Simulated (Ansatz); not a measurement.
Cartesian coordinates in Å:
```
F -2.239 0.580 0.307
Si -0.968 -0.136 -0.324
F -1.325 -1.682 -0.448
S -0.758 0.734 -2.243
Ge 0.925 0.090 1.088
H 0.331 -0.006 -2.519
H 1.168 1.577 1.376
H 2.148 -0.487 0.357
H 0.717 -0.669 2.406
```

The species carries charge 0 and has multiplicity 1.

Question: List the ωB97M-V/def2-TZVPP orbital energies in eV (the Gaussian-basis code of Ansatz). (Estimate.)

Answer: Computed: Occupied: -10866.77, -2427.22, -1809.39, -1362.66, -1210.39, -1210.38, -1210.37, -677.92, -677.88, -221.23, -174.41, -164.33, -164.26, -164.16, -150.20, -123.65, -123.64, -123.64, -104.35, -104.33, -104.28, -36.73, -36.45, -36.45, -36.43, -36.38, -36.38, -36.23, -23.78, -19.35, -18.23, -16.90, -16.19, -16.03, -15.28, -14.89, -14.12, -13.15, -12.32, -12.29, -10.87, -10.10. Lowest empty: 1.49, 1.84, 1.86, 2.27, 2.94, 3.60, 3.75, 4.12.
